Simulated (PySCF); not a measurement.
Computed IR spectrum (relative IR intensity) of a molecule C3H8BNO. The structure is a stationary point at PBE0-D3(BJ)/def2-SVP. The values are those of a single conformer. All values below come from PBE0-D3(BJ)/def2-SVP in PySCF. No scaling factor is applied to the harmonic values.

| ν (cm⁻¹) | relative intensity |
|---|---|
| 595 | 17 |
| 739 | 16 |
| 806 | 2.5 |
| 978 | 4.3 |
| 1073 | 38 |
| 1103 | 6.7 |
| 1170 | 14 |
| 1251 | 7.5 |
| 1266 | 2.7 |
| 1384 | 12 |
| 1447 | 6.5 |
| 1465 | 2.1 |
| 1482 | 5.6 |
| 1633 | 100 |
| 3011 | 32 |
| 3039 | 22 |
| 3060 | 22 |
| 3063 | 4.5 |
| 3113 | 8.7 |
| 3169 | 3.6 |
| 3632 | 9.4 |

Problem. Which structure fits?
(A) CNB1COC1
(B) C=CB(N)OC
(C) C=CB(O)NC
(D) C=C(C)B(N)O

Solution. A, CNB1COC1
